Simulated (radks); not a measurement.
These are the eigenvalues of the occupied orbitals of an atom or ion with whole-number occupations (eV). All-electron calculation, Dirac Kohn-Sham, BLYP, spin-unpolarised, spherical densities, finite nucleus; Fermi nuclear charge, rms radius of each element as measured or else 0.836 A^(1/3) + 0.57 fm. Program: a radial shooting solver on a logarithmic mesh with Libxc functionals.

1s1/2: -87932.47
2s1/2: -15721.23
2p1/2: -15105.46
2p3/2: -12915.58
3s1/2: -3778.596
3p1/2: -3498.993
3p3/2: -3010.432
3d3/2: -2547.966
3d5/2: -2443.976
4s1/2: -860.5168
4p1/2: -739.2099
4p3/2: -619.5833
4d3/2: -421.2899
4d5/2: -398.9630
5s1/2: -150.6654
4f5/2: -142.2460
4f7/2: -137.2141
5p1/2: -109.1996
5p3/2: -86.7905
5d3/2: -29.6620
5d5/2: -27.0709
6s1/2: -18.7719
6p1/2: -10.9299

Which element is it, and in what charge state? The configuration may be excited. Open shells, if any, fill j = l - 1/2 first.

Answer. Z = 82, lead, charge +1: Pb+ in [Hg] 6p1. The list shows which subshells hold electrons but not how many an open one holds; the 1s level, -3231.5 hartree, gives Z - s = 80.4 by -(Z - s)^2/2, which with screening and relativity narrows Z to a few neighbours, and the depths of the outer levels then fix element, charge and occupations together.
